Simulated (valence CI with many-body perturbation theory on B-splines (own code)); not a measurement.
## From CI to CI+MBPT in Sr³³⁺

Calculated by valence CI with perturbative core correlation (CI+MBPT): three valence electrons over a frozen Dirac-Fock core [He], a basis of 11 s, 11 p, 9 d, 7 f, 5 g, 2 h, 1 i functions for each j, with the one-electron correlation potential Σ1, the two-electron term Σ2, the three-electron term Σ3, Breit, model QED; selected CI, second order for the rest (own B-spline code, finite nucleus).

No measured spectrum was set against this ion. As an estimate, large intervals hold to a few tenths of a per cent, small ones and those within an open d or f shell to about a per cent.

Each rung adds one term. CI alone is the Dirac-Coulomb CI over the frozen core; QED comes last and gives the full result, which names the levels. Energies are above (2s^2 2p1/2) J=1/2 on the same rung, in × 10³ cm⁻¹.

Levels are named by their leading jj configuration (3d3/2^4 stands for four electrons in 3d with j = 3/2), which in mixed levels can hold well under half, so a name can repeat and another be missing. Letters in brackets count levels of one name in rising energy.

| Level | CI alone |
| --- | --- |
| (2s^2 2p3/2) J=3/2 | 636.36 |
| (2s 2p1/2^2) J=1/2 | 764.21 |
| (2s 2p1/2 2p3/2) J=3/2 [a] | 1196.0 |
| (2s 2p1/2 2p3/2) J=5/2 | 1364.3 |
| (2s 2p1/2 2p3/2) J=3/2 [b] | 1646.4 |
| (2s 2p1/2 2p3/2) J=1/2 | 1702.7 |
| (2s 2p3/2^2) J=5/2 | 1996.8 |
| (2s 2p3/2^2) J=1/2 | 2373.9 |
| (2s 2p3/2^2) J=3/2 | 2393.7 |
| (2p1/2^2 2p3/2) J=3/2 | 2534.7 |
| (2p1/2 2p3/2^2) J=3/2 | 3032.5 |
| (2p1/2 2p3/2^2) J=5/2 | 3150.9 |
| (2p1/2 2p3/2^2) J=1/2 | 3348.9 |
| (2p3/2^3) J=3/2 | 3861.2 |
| (2s^2 3s) J=1/2 | 19123 |
| (2s^2 3p1/2) J=1/2 | 19412 |

Task: What do these energies become with core correlation, Breit and QED?

Result: (2s^2 2p3/2) J=3/2 623.30 (-13.06); (2s 2p1/2^2) J=1/2 762.69 (-1.51); (2s 2p1/2 2p3/2) J=3/2 [a] 1183.6 (-12.39); (2s 2p1/2 2p3/2) J=5/2 1340.6 (-23.73); (2s 2p1/2 2p3/2) J=3/2 [b] 1627.2 (-19.20); (2s 2p1/2 2p3/2) J=1/2 1690.6 (-12.15); (2s 2p3/2^2) J=5/2 1967.3 (-29.54); (2s 2p3/2^2) J=1/2 2353.3 (-20.61); (2s 2p3/2^2) J=3/2 2363.6 (-30.11); (2p1/2^2 2p3/2) J=3/2 2515.1 (-19.58); (2p1/2 2p3/2^2) J=3/2 3003.4 (-29.06); (2p1/2 2p3/2^2) J=5/2 3111.2 (-39.68); (2p1/2 2p3/2^2) J=1/2 3323.3 (-25.58); (2p3/2^3) J=3/2 3819.8 (-41.50); (2s^2 3s) J=1/2 19105 (-18.40); (2s^2 3p1/2) J=1/2 19394 (-18.54).

Task: How does the ionisation energy move along the ladder, and which term matters most?

Result: CI alone 4237.1, + Σ1 4237.4, + Σ2 4237.4, + Σ3 4237.3, + Breit 4233.7, + QED 4233.8 eV. The largest step is Breit, -3.6 eV. NIST lists 4232 ± 3 eV (semi-empirical).
